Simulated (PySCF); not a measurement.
CH₃BrOZn. Atoms are numbered in the order given.

```xyz
7

Zn     0.1365     0.4655     0.0000
Br    -0.0878    -1.7604     0.0000
O      0.5059     2.2113     0.0000
C     -0.4725     3.2216     0.0000
H     -1.1372     3.2080     0.8992
H      0.0402     4.2110     0.0000
H     -1.1372     3.2080    -0.8992
```
Charge 0, spin multiplicity 1.

Coordinates come from a PBE-D3(BJ)/def2-SVP optimisation. The structure was generated by enumeration; whether it is a known compound was not checked. The values are those of a single conformer.

These are PBE/pcSseg-1 run with PySCF values and carry that method's errors.

GIAO shieldings, no solvent; atoms alike by connectivity are averaged. δ = σ(ref) − σ: ¹⁷O against H2O (σ = 334.3 ppm); ¹³C against TMS (σ = 182.0 ppm); ¹H against TMS (σ = 31.49 ppm), references at their B3LYP-D3(BJ)/def2-TZVP geometries, non-relativistic (without spin–orbit terms, shifts of atoms bonded to Cl or Br come out too high).

```json
[
 {"atoms": "O3", "nucleus": "¹⁷O", "count": "1", "δ (ppm)": "[?]"},
 {"atoms": "C4", "nucleus": "¹³C", "count": "1", "δ (ppm)": "66.1"},
 {"atoms": "H5, H6, H7", "nucleus": "¹H", "count": "3", "δ (ppm)": "4.87"}
]
```

Problem. Complete the blanks. (The exact figures need the calculation; the answer reports its results.)

Solution. 
- O3, δ (ppm): 66.5
